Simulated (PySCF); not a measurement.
**How the method moves the HOMO and LUMO of `CB1OCCO1`**

Compound: C3H7BO2.
Geometry (PBE0-D3(BJ)/def2-SVP, Å), atoms numbered from 1 in this order:
```xyz
13
C3H7BO2 angstrom
C      2.1903    0.2928    0.4520
B      0.6751    0.0793    0.1424
O      0.2141   -0.6423   -0.9259
C     -1.2011   -0.6170   -0.9159
C     -1.5761    0.2384    0.3138
O     -0.3396    0.6053    0.8962
H      2.3531    0.6403    1.4814
H      2.7647   -0.6296    0.2845
H      2.6038    1.0530   -0.2313
H     -1.5862   -1.6472   -0.8457
H     -1.5683   -0.1831   -1.8600
H     -2.1388    1.1459    0.0407
H     -2.1782   -0.3199    1.0490
```

Basis pcSseg-1 throughout (PySCF), one geometry. Geometry: PBE0-D3(BJ)/def2-SVP; no solvent, vibrations or thermal averaging.

How do the orbital energies, the gap and the dipole change with the method?

| method | kind | HOMO (eV) | LUMO (eV) | gap (eV) | μ (D) | SCF cycles |
| --- | --- | --- | --- | --- | --- | --- |
| BLYP | GGA | -6.27 | 0.46 | 6.73 | 1.80 | 14 |
| OPBE | GGA | -6.35 | 0.47 | 6.83 | 1.70 | 14 |
| PBE | GGA | -6.36 | 0.35 | 6.72 | 1.77 | 14 |
| B97-D | GGA | -6.42 | 0.50 | 6.92 | 1.78 | 14 |
| LDA | LDA | -6.47 | 0.15 | 6.62 | 1.85 | 14 |
| BP86 | GGA | -6.48 | 0.34 | 6.82 | 1.81 | 14 |
| KT2 | GGA | -6.49 | 0.35 | 6.84 | 1.69 | 14 |
| KT3 | GGA | -6.53 | 0.33 | 6.86 | 1.65 | 14 |
| B97-2 | global hybrid | -7.65 | 1.34 | 8.99 | 1.83 | 13 |
| B3LYP | global hybrid | -7.67 | 1.00 | 8.67 | 1.86 | 13 |
| PBE0 | global hybrid | -7.91 | 1.35 | 9.25 | 1.85 | 13 |
| mPW1PW91 | global hybrid | -7.96 | 1.33 | 9.29 | 1.86 | 13 |
| CAM-B3LYP | range-separated hybrid | -9.35 | 2.18 | 11.53 | 1.93 | 12 |
| BHandHLYP | global hybrid | -9.40 | 2.02 | 11.42 | 1.93 | 12 |
| wB97X-D | range-separated hybrid | -9.85 | 3.22 | 13.07 | 1.93 | 12 |
| LC-wPBE | range-separated hybrid | -10.71 | 3.54 | 14.25 | 1.98 | 12 |
| HF | Hartree–Fock | -11.76 | 4.19 | 15.95 | 2.03 | 10 |

The HOMO spans 5.49 eV, from BLYP down to HF, and the gap runs from 6.62 eV (LDA) to 15.95 eV (HF). Over the methods BLYP (0 %), OPBE (0 %), PBE (0 %), B97-D (0 %), LDA (0 %), BP86 (0 %), KT2 (0 %), KT3 (0 %), B97-2 (21 %), B3LYP (20 %), PBE0 (25 %), mPW1PW91 (25 %), BHandHLYP (50 %), HF (100 %), a straight line through the gap against the share of exact exchange rises by 0.92 eV for each 10 % (correlation coefficient 0.999). The dipole ranges from 1.65 D (KT3) to 2.03 D (HF). This basis has no diffuse functions.
